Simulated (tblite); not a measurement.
Species: C7H6ClS (doublet state).
Cartesian coordinates in Å at the GFN2-xTB level; atoms count from 1:
```
atom  x, y, z in Å
C1    -2.4085   -0.6456   -0.4563
C2    -2.0988    0.5824   -0.0036
Cl3   -3.3625    1.7910   -0.0307
C4    -0.8822    1.0453    0.5550
C5     0.3748    0.4690    0.4295
C6     0.8569   -0.5596   -0.3832
C7     2.2160   -0.8122   -0.2104
C8     2.8042    0.0012    0.7211
S9     1.6956    1.1147    1.4032
H10   -3.3826   -0.8620   -0.8542
H11   -1.7111   -1.4580   -0.3807
H12   -0.9402    1.9572    1.1319
H13    0.2477   -1.0611   -1.1104
H14    2.7581   -1.5653   -0.7551
H15    3.8282    0.0110    1.0372
```

The geometry is computed with GFN2-xTB (gas phase). This method treats the open shell by occupation alone, without spin polarisation.

Take the most abundant isotopes and a rigid rotor. The values belong to one conformer with, in the numbering `[CH2:1]/[C:2]([Cl:3])=[CH:4]\[c:5]1[cH:6][cH:7][cH:8][s:9]1`, H–C1–C2–Cl3 2° and -174°, C2–C4–C5–C6 10°.

Problem. Give the principal moments of inertia and the rotational constants in cm⁻¹.

Solution. Ia = 159.00, Ib = 861.49, Ic = 1003.09 u·Å²; 505379 MHz·u·Å²/I gives 3178, 586.6 and 503.8 MHz, that is A = 0.10602, B = 0.01957, C = 0.01681 cm⁻¹.

Problem. Classify the top.

Solution. A near-prolate asymmetric top. Ray's parameter κ = (2B − A − C)/(A − C) = -0.938; −1 is the prolate and +1 the oblate limit.

Problem. Is it planar, by Δ = Ic − Ia − Ib?

Solution. Not planar: Δ = Ic − Ia − Ib = -17.41 u·Å². For a rigid frame Δ = −2 Σ m c², so Σ m c² = 8.70 u·Å² lies off the ab plane: 1.33 from hydrogen and 7.37 from heavier atoms. The atom farthest from that plane is 0.81 Å away.

Problem. Estimate the classical rotational partition function at 10 K, 100 K and 298.15 K.

Solution. Point group C1, symmetry number σ = 1; q = (√π/σ)·√((kT/h)³/(ABC)), k/h = 20836.6 MHz/K: 5500 at 10 K, 174000 at 100 K, 895000 at 298.15 K.

For this open shell read J as N, the rotation without spin; fine and hyperfine splittings come on top. Its GFN2-xTB frequencies are all real (lowest 47 cm⁻¹). These are rigid-rotor constants of the computed structure; measured ground-state constants (B0) also hold zero-point vibration.
